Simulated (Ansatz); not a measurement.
The cluster Te4As⁺. The state is a quintet with charge 1. Geometry PBE-D4/def2-SVP; atoms count from 1.

Cartesian coordinates in Å:
```
As -1.390 -0.778 0.624
Te -0.771 1.708 1.057
Te -1.153 -0.046 -1.887
Te 1.179 -1.709 0.149
Te 2.135 0.826 0.056
```

In the def2 sets Te takes a core potential; there is no spin–orbit coupling. At PBE0-D4/def2-TZVP a singlet of charge 1 lies 1.47 eV below the quintet, each at its own geometry. The structure comes from a short search, and lower isomers may exist.

Estimate the Mulliken populations from the PBE0/def2-TZVP orbitals of Ansatz.


```tsv
atom	charge (e)	spin (α − β)
As1	0.11	-0.05
Te2	0.18	1.05
Te3	0.27	1.39
Te4	0.23	0.54
Te5	0.22	1.06
```
Mulliken values and Mayer orders depend strongly on the basis.

Where does the spin sit?

Summed by element: As -0.05, Te 4.05, of 4 unpaired in all. Largest on single atoms: Te3 1.39, Te5 1.06, Te2 1.05.

And the Mayer bond orders between bonded heavy atoms (over 0.3)?

As1–Te2 1.14 (2.60 Å); As1–Te3 1.05 (2.63 Å); As1–Te4 0.85 (2.77 Å); Te2–Te5 0.62 (3.20 Å); Te4–Te5 1.36 (2.71 Å). Values over 0.3 also appear between atoms too far apart for a bond (Te2–Te3 0.41 at 3.45 Å); they arise where an orbital or an unpaired electron spreads over both atoms.
